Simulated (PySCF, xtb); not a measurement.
ethylene carbonate (C3H4O3), SMILES C1COC(=O)O1. The values are those of a single conformer.

Harmonic wavenumbers (cm⁻¹) from GFN2-xTB in xtb 6.7.1 at its own minimum, in rising order: 93, 187, 494, 683, 704, 729, 855, 929, 997, 1062, 1094, 1097, 1105, 1162, 1169, 1288, 1289, 1464, 1482, 1863, 2947, 2961, 2971, 2972.

What does B3LYP-D3(BJ)/def2-SVP in PySCF 2.14.0 give at its own minimum? (An estimate is asked for; the answer gives what the named calculation found.)

165, 188, 531, 702, 730, 771, 892, 910, 967, 1083, 1124, 1144, 1158, 1235, 1236, 1385, 1401, 1501, 1507, 1960, 3049, 3052, 3127, 3137. Paired by order, the mean absolute difference is 61 cm⁻¹ and the zero-point energies are 45.2 and 47.1 kcal/mol.
